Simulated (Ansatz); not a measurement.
Gas-phase electronic energies from Ansatz, PBE0-D4/def2-TZVP geometries. CBS: MP2 limit from def2 TZ/QZ plus the TZ coupled-cluster correction, frozen cores. This one scheme is used for every species. DFT in def2-TZVPP. B3LYP here is the variant with VWN-RPA as its local correlation; programs differ in this. HSE06 is defined as in plane-wave codes. Each species was taken in one conformer, which may not be the lowest.

`C[Si](O)(F)F` + H₂ → `C[SiH](O)F` + H–F  (hydrogenolysis of the Si–F bond)

`C[Si](O)(F)F`:

Z-matrix (Å, degrees):
```
C
Si 1 1.831
H 1 1.092 2 110.6
H 1 1.092 2 110.5 3 120.1
H 1 1.092 2 110.5 3 -120.1
O 2 1.621 1 109.9 3 179.9
F 2 1.590 1 111.2 3 -58.1
F 2 1.590 1 111.2 3 58.0
H 6 0.958 2 119.7 1 -180.0
```

H₂:

```xyz
2

H     0.368   -0.058    0.013
H    -0.368    0.058   -0.013
```

`C[SiH](O)F`:

Cartesian coordinates in Å:
```
C 0.410 -0.893 0.608
Si 0.087 0.472 -0.599
O -1.473 0.961 -0.614
F 1.033 1.698 -0.191
H 1.461 -1.189 0.580
H -0.198 -1.769 0.370
H 0.178 -0.583 1.631
H 0.398 0.114 -1.998
H -1.896 1.189 0.214
```

H–F:

Z-matrix (Å, degrees):
```
F
H 1 0.920
```

```tsv
level	ΔE (kJ/mol)	difference from CCSD(T)/CBS
LDA (SPW92)	144.7	-1.6
PBE-D4	140.6	-5.7
revPBE-D4	141.6	-4.7
BLYP-D4	149.3	3.0
r2SCAN-D4	156.5	10.2
B97M-V	157.0	10.7
B3LYP-D4	149.5	3.2
r2SCAN0-D4	153.6	7.3
HSE06-D4	141.0	-5.3
BHLYP-D4	152.2	5.9
CAM-B3LYP-D4	152.0	5.7
ωB97X-V	148.1	1.8
ωB97M-V	150.5	4.2
B2PLYP	149.0	2.7
PBE-QIDH	145.1	-1.2
PBE	138.7	-7.6
revPBE	135.6	-10.7
BLYP	144.9	-1.4
r2SCAN	156.1	9.8
PBE0	139.7	-6.6
B3LYP	146.3	0.0
r2SCANh	154.8	8.5
r2SCAN0	153.1	6.8
HSE06	139.5	-6.8
BHLYP	149.9	3.6
CAM-B3LYP	150.3	4.0
LC-ωPBE	143.6	-2.7
RPA@PBE/def2-TZVPP	142.6	-3.7
HF/def2-SVP	132.6	-13.7
MP2/def2-SVP	141.1	-5.2
CCSD/def2-SVP	134.5	-11.8
CCSD(T)/def2-SVP	135.4	-10.9
HF/def2-TZVPP	149.3	3.0
MP2/def2-TZVPP	149.1	2.8
SCS-MP2/def2-TZVPP	147.9	1.6
CCSD(T)/def2-TZVPP	146.3	0.0
HF/def2-QZVPP	150.8	4.5
MP2/def2-QZVPP	149.7	3.4
MP2/CBS(def2)	149.2	2.9
CCSD/CBS(def2)	145.6	-0.7
CCSD(T)/CBS	146.3	0
```

Largest T1 diagnostic among the species: 0.011.

At CCSD(T), def2-SVP lies −10.9 kJ/mol from the extrapolated value and def2-TZVPP +0.0 kJ/mol. Leaving LDA and LC-ωPBE aside and taking each functional with its dispersion term where it has one, the values spread over 16.4 kJ/mol, from PBE-D4 to B97M-V. LDA lies +6.0 kJ/mol from PBE without D4. The D4 term adds +3.2 kJ/mol with B3LYP and +1.6 kJ/mol with PBE0; it sums over pairs of atoms, weighted by their polarisabilities, and B3LYP, whose exchange is more repulsive, gets the larger term.
